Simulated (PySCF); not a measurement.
## Continuum solvent and chemical shifts

Structure with atom numbers: `[O-:1][n+:2]1[cH:3][cH:4][cH:5][cH:6][cH:7]1`; H(Xn) means a hydrogen on atom n.

GIAO PBE0/pcSseg-1 in PySCF on one PBE0-D3(BJ)/def2-SVP conformer, non-relativistic, equivalent nuclei averaged. Solvents enter as an IEF-PCM continuum (chloroform with ε = 4.7, water with ε = 78.4) around the gas-phase geometry. Shifts are referred to TMS computed in the same medium.

Gas phase, δ in ppm: C3/C7 145.8, C4/C6 131.6, C5 121.8, H(C3)/H(C7) 8.11, H(C4)/H(C6) 7.13, H(C5) 6.75. Dipole moment 3.86 D.

Q: How does each δ change in the continuum?

A: 
```json
{"atoms": "C3/C7", "environment": "aromatic CH next to a ring nitrogen", "Δδ, chloroform": "+1.3", "Δδ, water": "+1.7"}
{"atoms": "C4/C6", "environment": "aromatic CH", "Δδ, chloroform": "+1.9", "Δδ, water": "+2.8"}
{"atoms": "C5", "environment": "aromatic CH", "Δδ, chloroform": "+4.9", "Δδ, water": "+7.1"}
{"atoms": "H(C3)/H(C7)", "environment": "hydrogen on an aromatic CH next to a ring nitrogen", "Δδ, chloroform": "+0.14", "Δδ, water": "+0.19"}
{"atoms": "H(C4)/H(C6)", "environment": "hydrogen on an aromatic CH", "Δδ, chloroform": "+0.31", "Δδ, water": "+0.45"}
{"atoms": "H(C5)", "environment": "hydrogen on an aromatic CH", "Δδ, chloroform": "+0.40", "Δδ, water": "+0.58"}
```

Changes are relative to the gas phase. The dipole moment becomes 4.99 D in chloroform, 5.50 D in water.

Q: Which nuclei move most (in ppm), and what does the model miss?

A: C5 (aromatic CH, +7.1 ppm) in water. A continuum only polarises the solute; specific hydrogen bonds, the anisotropy of aromatic solvents and changes of geometry or conformer are outside it.
